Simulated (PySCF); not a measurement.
wavenumber (cm⁻¹), absorption (km/mol per cm⁻¹) and a bar:
```
        0      0.005 
       25      0.007 
       50      0.011 
       74      0.023 
       99      0.066 #
      124      0.077 #
      149      0.037 #
      174      0.044 #
      199      0.097 #
      223      0.325 #####
      248      0.208 ###
      273      0.064 #
      298      0.029 
      323      0.016 
      348      0.011 
      372      0.008 
      397      0.006 
      422      0.005 
      447      0.004 
      472      0.004 
      496      0.003 
      521      0.003 
      546      0.003 
      571      0.003 
      596      0.003 
      621      0.003 
      645      0.003 
      670      0.003 
      695      0.003 
      720      0.003 
      745      0.003 
      770      0.004 
      794      0.004 
      819      0.004 
      844      0.005 
      869      0.005 
      894      0.006 
      918      0.006 
      943      0.007 
      968      0.008 
      993      0.010 
     1018      0.012 
     1043      0.015 
     1067      0.018 
     1092      0.023 
     1117      0.031 
     1142      0.044 #
     1167      0.067 #
     1192      0.112 ##
     1216      0.222 ###
     1241      0.590 #########
     1266      2.013 ##############################
     1291      1.089 ################
     1316      0.338 #####
     1340      0.151 ##
     1365      0.084 #
     1390      0.053 #
     1415      0.037 #
     1440      0.027 
     1465      0.020
```

This is the computed harmonic infrared spectrum of singlet IRuN, Lorentzian lines of 37 cm⁻¹ full width. Computed with PBE0/[Ru def2-TZVP with ECP28, N def2-TZVP, I def2-TZVP with ECP28], scalar-relativistic core potentials, density fitting, no spin–orbit coupling, PySCF.

Problem. Which bands make it up, and how are they assigned?

Solution. In Cs symmetry, counting bands above 1 % of the strongest: 113 cm⁻¹ (a', bend, 5.2 km/mol); 231 cm⁻¹ (a', mixed, 22 km/mol); 1272 cm⁻¹ (a', stretch, 129 km/mol).

This need not be the most stable arrangement of these atoms.
